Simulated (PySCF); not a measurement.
# How methods differ on the ionisation energy of Sc

Sc [Ar] 3d1 4s2 (2D) → Sc⁺ [Ar] 3d1 4s1 (3D), as a difference of total energies. Calculation: PySCF 2.14, in cc-pVDZ (6s5p3d1f, 43 functions); no relativity, point nucleus. Correlated levels: valence: [Ar] frozen. The calculations carry no spin-orbit coupling.

```tsv
method	ionisation energy (eV)
UHF	5.369
LDA	6.654
M06-2X	6.776
MP2 (valence)	6.020
SCS-MP2 (valence)	6.149
```

**Question.** How much does correlation contribute at MP2 (valence)?

**Answer.** 6.020 − (5.369) = 0.651 eV, measured against UHF.

These non-relativistic numbers lack the scalar-relativistic shift.

Errors of the correlated levels include the incompleteness of this basis and the frozen core.

MP2 underrates the near-degeneracy of ns² with np² in the lower species.

For comparison: 6.562 eV (measured; NIST levels, between the centres of gravity of the two terms).
